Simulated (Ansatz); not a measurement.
`O[SiH](Br)[O][AlH2]` + H₂S → `[AlH2][SH]` + `O[SiH](O)Br`  (ligand exchange at the Al–O bond)

Program: Ansatz. Geometries: PBE0-D4/def2-TZVP. ΔE: electronic, gas phase. CBS: MP2 limit from def2 TZ/QZ plus the TZ coupled-cluster correction, frozen cores. This one scheme is used for every species. DFT in def2-TZVPP. B3LYP here is the variant with VWN-RPA as its local correlation; programs differ in this. For Br outer-core shells are correlated without core-valence functions, which leaves a few kJ/mol of doubt a bond. Scalar relativity is left out up to krypton. One conformer a species, not always the lowest.

Question: Is it downhill or uphill in electronic energy at CCSD(T)/CBS, and by how much? (Estimate.)

Answer: Ansatz gave: Uphill: ΔE = +45.8 kJ/mol.

Question: What do these levels give: B3LYP-D4, ωB97M-V, B2PLYP, PBE, PBE0, MP2/def2-TZVPP, SCS-MP2/def2-TZVPP, HF/def2-QZVPP, SCS-MP2/def2-QZVPP, HF/CBS(def2), MP2/CBS(def2), CCSD/CBS(def2)? (Best estimate.)

Answer: The calculation gave: B3LYP-D4 49.5, ωB97M-V 44.6, B2PLYP 48.1, PBE 29.7, PBE0 33.1, MP2/def2-TZVPP 47.3, SCS-MP2/def2-TZVPP 51.7, HF/def2-QZVPP 59.0, SCS-MP2/def2-QZVPP 51.1, HF/CBS(def2) 59.4, MP2/CBS(def2) 45.1, CCSD/CBS(def2) 48.2 kJ/mol.

Largest T1 diagnostic among the species: 0.011.

In def2-TZVPP, CCSD(T) changes the Hartree–Fock value by −8.2 kJ/mol (the triples alone add −2.4 kJ/mol) and MP2 by −8.9 kJ/mol. From PBE to PBE0 (25 % exact exchange), in def2-TZVPP and without D4, ΔE moves by +3.4 kJ/mol. The D4 term adds +3.2 kJ/mol with B3LYP and +2.1 kJ/mol with PBE0; it sums over pairs of atoms, weighted by their polarisabilities, and B3LYP, whose exchange is more repulsive, gets the larger term.
